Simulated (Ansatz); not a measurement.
Ansatz results at the PBE0-D4/def2-TZVP geometry: LUMO energy (PBE/def2-TZVPP) 0.12 eV; HOMO–LUMO gap (ωB97M-V/def2-TZVPP) 10.40 eV; size of the dipole moment (PBE/def2-TZVPP) 0.59 D.

Each molecule was computed in one conformer, which needn't be the lowest.

Q: Which molecule gave them?
A. `CN(C)B(N)N`
B. `CCB(CC)CC`
C. `OB(F)O[SiH3]`
D. `COBO`

A: A. The others give `OB(F)O[SiH3]`: -0.84, 13.07, 1.25; `CCB(CC)CC`: -1.28, 11.77, 0.12; `COBO`: -0.05, 13.60, 1.77.
